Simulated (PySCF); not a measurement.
C₂H₈BNO₂, SMILES NB(COC)O. Coordinates come from a PBE-D3(BJ)/def2-SVP optimisation. This is a generated structure with no PubChem entry under its InChIKey; it may be hypothetical. The values are those of a single conformer.

Task: Give the equilibrium geometry at PBE-D3(BJ)/def2-SVP (PySCF confirms it by a frequency run) as a Z-matrix, and its point group. (Estimate from the structure and the level; the computed values follow.)

Result: Several could match; the one computed here: point group Cs.
```
C
O 1 1.4173
C 2 1.4027 1 113.51
H 3 1.1084 2 108.09 1 180.00
H 3 1.1192 4 108.43 2 121.88
H 3 1.1192 4 108.43 5 116.24
H 1 1.1240 2 110.71 3 57.93
H 1 1.1240 7 104.87 2 119.44
B 1 1.5995 7 110.04 8 118.32
O 9 1.3850 1 121.92 7 -57.54
H 10 0.9712 9 112.06 1 0.00
N 9 1.4048 10 119.60 11 180.00
H 12 1.0184 9 124.22 10 0.00
H 12 1.0194 13 116.24 9 180.00
```
Charge 0, spin multiplicity 1.
